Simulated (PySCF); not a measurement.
KF, SMILES [F][K].

Geometry: PBE-D3(BJ)/def2-TZVPD.

Two levels are set side by side: TDDFT-PBE/def2-TZVPD (PySCF) and TDDFT-CAM-B3LYP/def2-TZVPD (PySCF). Vertical, same geometry. The lowest singlet is HOMO−1→LUMO 100 % with PBE and HOMO−1→LUMO 88 % with the other functional; states are paired by order. Differences are taken from unrounded values.

```
quantity                              TDDFT-CAM-B3LYP  TDDFT-PBE  TDDFT-PBE minus TDDFT-CAM-B3LYP
------------------------------------  ---------------  ---------  -------------------------------
lowest singlet excitation (eV)                   4.80       3.10                            -1.70
lowest triplet excitation (TDA) (eV)             4.76       2.98                            -1.77
```

Functionals without exact exchange tend to place singlet excitations lower, as here. Differences between two approximate levels are no errors against the true value.

Rough cost on one machine, each run with all the roots and properties that it gave: TDDFT-CAM-B3LYP against TDDFT-PBE about 2 times.
